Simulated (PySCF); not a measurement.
# Relaxation of singlet Ni₂S

These are results of PySCF, PBE0, basis S def2-TZVP, Ni def2-TZVP (no relativity, density fitting), not measurements. A (50,194) grid was used.

A start displaced from a saddle point along its imaginary mode, of C2v symmetry, held to at least that symmetry:

```xyz
3
charge 0 multiplicity 1, angstrom
S    -0.2154    0.1269    0.0000
Ni    0.0594   -0.0350    1.9580
Ni    0.0594   -0.0350   -1.9580
```

Optimiser trace:
```json
{"step": "0", "E − E(last) (kJ/mol)": "54.53", "largest gradient (Eh/bohr)": "0.00825"}
{"step": "1", "E − E(last) (kJ/mol)": "51.94", "largest gradient (Eh/bohr)": "0.00549"}
{"step": "2", "E − E(last) (kJ/mol)": "34.64", "largest gradient (Eh/bohr)": "0.00905"}
{"step": "3", "E − E(last) (kJ/mol)": "24.41", "largest gradient (Eh/bohr)": "0.01690"}
{"step": "4", "E − E(last) (kJ/mol)": "21.69", "largest gradient (Eh/bohr)": "0.01112"}
{"step": "5", "E − E(last) (kJ/mol)": "15.40", "largest gradient (Eh/bohr)": "0.00386"}
{"step": "6", "E − E(last) (kJ/mol)": "4.61", "largest gradient (Eh/bohr)": "0.00803"}
{"step": "7", "E − E(last) (kJ/mol)": "1.65", "largest gradient (Eh/bohr)": "0.00929"}
{"step": "8", "E − E(last) (kJ/mol)": "0.40", "largest gradient (Eh/bohr)": "0.00372"}
{"step": "9", "E − E(last) (kJ/mol)": "0.10", "largest gradient (Eh/bohr)": "0.00265"}
{"step": "10", "E − E(last) (kJ/mol)": "0.00", "largest gradient (Eh/bohr)": "0.00025"}
{"step": "11", "E − E(last) (kJ/mol)": "0.00", "largest gradient (Eh/bohr)": "0.00003"}
```

It ends at C2v with Ni–Ni 2.563 Å, S–Ni 1.991 Å (×2); Ni–Ni–S 49.9° (×2), Ni–S–Ni 80.1°. No frequency check is given, so it may be a saddle point. Other isomers or separated fragments may lie lower.

Final geometry:
```xyz
3
charge 0 multiplicity 1, angstrom
S    -0.9075    0.5344    0.0000
Ni    0.4055   -0.2388    1.2816
Ni    0.4055   -0.2388   -1.2816
```

Stability towards spin polarisation was not tested.
